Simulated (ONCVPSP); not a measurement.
## Before and after: ONCV potential for Mo (Z = 42)

Mo, optimised norm-conserving Vanderbilt (ONCV), made with ONCVPSP 4.0.1 (PBE, fully relativistic). Core [Ar] 3d10, reference 4s2 4p6 4d3 (charge +3). Waves: 4s: rc 1.05 bohr, ncon 4, nbas 7, qcut 5.8 1/bohr, 2 projectors, debl 3.7 Ha; 4p: rc 1.20 bohr, ncon 3, nbas 7, qcut 7.7 1/bohr, 2 projectors, debl 0.9 Ha; 4d: rc 1.70 bohr, ncon 3, nbas 6, qcut 5.8 1/bohr, 2 projectors, debl 3.8 Ha. Local part: polynomial inside 0.80 bohr (lpopt 5, dvloc0 -1 Ha). Core correction: Teter function, fcfact 4.25, rcfact 1.1.

Open shells are filled in proportion to 2j + 1.

In the p channel the program set the typed energies aside and used -2.542, 0.250 Ha (j = l + 1/2; the other j can differ).

All-electron outer shells of the reference configuration (PBE, scalar-relativistic, ld1.x):

| shell | level (eV) | outermost node (bohr) | outermost maximum (bohr) |
| --- | --- | --- | --- |
| 4s | -96.30 | 0.51 | 0.99 |
| 4p | -70.02 | 0.52 | 1.06 |
| 4d | -32.91 | 0.53 | 1.32 |

Change: s: nbas 8.

Cutoffs: the cutoffs (Ha) at which the residual kinetic energy of the hardest occupied pseudo-wave falls to 1 and 0.1 mHa per electron; they do not see the model core or the augmentation charge, which bear on the density cutoff. Errors are all-electron minus pseudo energies relative to the spin-unpolarised reference configuration.

Q: How do hardness, ghosts and transferability respond?

A: The potential gets harder (87 Ha and 108 Ha → 128 Ha and 157 Ha); both files keep a bound ghost (s); the errors of the 4 common tests hardly move.

```csv
quantity,base,changed
"cutoff, loose",87 Ha,128 Ha
"cutoff, tight",108 Ha,157 Ha
loose cutoff by channel,"s 87 Ha, p 27 Ha, d 17 Ha","s 128 Ha, p 27 Ha, d 17 Ha"
bound ghosts,s,s
GHOST(+) flags under 300 eV,"d5/2 at 25.0 eV, d3/2 at 109.5 eV, p3/2 at 217.2 eV, p1/2 at 227.4 eV","d5/2 at 25.0 eV, d3/2 at 109.5 eV, p3/2 at 217.2 eV, p1/2 at 227.4 eV"
"error for 4s2 4p6 4d5 5s1, meV [ΔE -49.09 eV]",+9.5,+9.5
"error for 4s2 4p6 4d5, meV [ΔE -42.20 eV]",+13,+13
"error for 4s2 4p6 4d4, meV [ΔE -26.74 eV]",+6.5,+6.5
"error for 4s1 4p6 4d5 5s1, meV [ΔE 21.09 eV]",-48,-51
s: phases at 1.07 bohr within 0.05 rad from the reference energy up to (Ha; the scan ends near 5),to the end of the scan,to the end of the scan
p3/2: phases at 1.22 bohr within 0.05 rad from the reference energy up to (Ha; the scan ends near 5),to the end of the scan,to the end of the scan
p1/2: phases at 1.22 bohr within 0.05 rad from the reference energy up to (Ha; the scan ends near 5),to the end of the scan,to the end of the scan
d5/2: phases at 1.73 bohr within 0.05 rad from the reference energy up to (Ha; the scan ends near 5),to the end of the scan,to the end of the scan
d3/2: phases at 1.73 bohr within 0.05 rad from the reference energy up to (Ha; the scan ends near 5),to the end of the scan,to the end of the scan
"rms error of d²Exc/dni dnj with the model core, mHa",7.91,7.86
```

 A true bound ghost makes a file unfit for plane-wave use even where its test errors are small: the radial tests pick states by their node count and pass the ghost by.
